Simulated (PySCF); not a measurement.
A side-by-side comparison of computed properties.

First species: C6H9FSi.
Structure used (GFN2-xTB), in Å, numbered top down from 1:
```xyz
17
C6H9FSi angstrom
C      3.7138    0.4450    0.1220
C      2.3556    0.0389   -0.1509
C      1.2190   -0.2973   -0.3747
Si    -0.5114   -0.8164   -0.7261
C     -1.5965   -0.9905    0.8431
C     -2.2059    0.3929    0.5848
F     -3.5819    0.4033    0.7119
C     -1.7424    0.6454   -0.8549
H      4.3688    0.1136   -0.6833
H      4.0533    0.0044    1.0590
H      3.7689    1.5305    0.2010
H     -0.5784   -1.8711   -1.7376
H     -1.1301   -1.0943    1.8189
H     -2.3642   -1.7569    0.7579
H     -1.8369    1.1503    1.2833
H     -2.5626    0.4615   -1.5458
H     -1.3760    1.6527   -1.0330
```

Second species: C5H18Si3.
SMILES: `CC(C)[SiH2]CC[SiH2][SiH3]`

Levels: PBE0/pcSseg-1 for dipole moment, HOMO energy, LUMO energy and HOMO–LUMO gap; GFN2-xTB for rotational constant A and rotational constant C. Geometries: GFN2-xTB. Each structure is a single optimised conformer of the isolated species, non-relativistic unless stated; the electronic structure was computed with PySCF and density fitting.

The conformers computed, where there is a choice (atom-mapped SMILES and torsion angles):
- `[CH3:1][CH:2]([CH3:3])[SiH2:4][CH2:5][CH2:6][SiH2:7][SiH3:8]`: C1–C2–Si4–C5 -56°, C2–Si4–C5–C6 -172°, Si4–C5–C6–Si7 -178°, C5–C6–Si7–Si8 -54°

Values for the first species:

| Item | Value |
| --- | --- |
| Dipole moment | 3.22 D |
| HOMO energy | -7.56 eV |
| LUMO energy | -0.16 eV |
| HOMO–LUMO gap | 7.40 eV |
| Rotational constant A | 4.451 GHz |
| Rotational constant C | 0.684 GHz |

Question: Estimate the same properties for the second species, and the change in each.

Answer: 
```tsv
property	first	second	second less first
dipole moment	3.22 D	0.64 D	-2.58 D
HOMO energy	-7.56 eV	-7.60 eV	-0.04 eV
LUMO energy	-0.16 eV	-0.06 eV	+0.10 eV
HOMO–LUMO gap	7.40 eV	7.54 eV	+0.14 eV
rotational constant A	4.451 GHz	1.803 GHz	-2.648 GHz
rotational constant C	0.684 GHz	0.395 GHz	-0.289 GHz
```

On the first: In atomic units the dipole is 1.27 e·bohr (1 au = 2.5417 D).

On the second: The dipole matches unit charges of opposite sign 0.13 Å apart (1 e·Å = 4.8032 D).
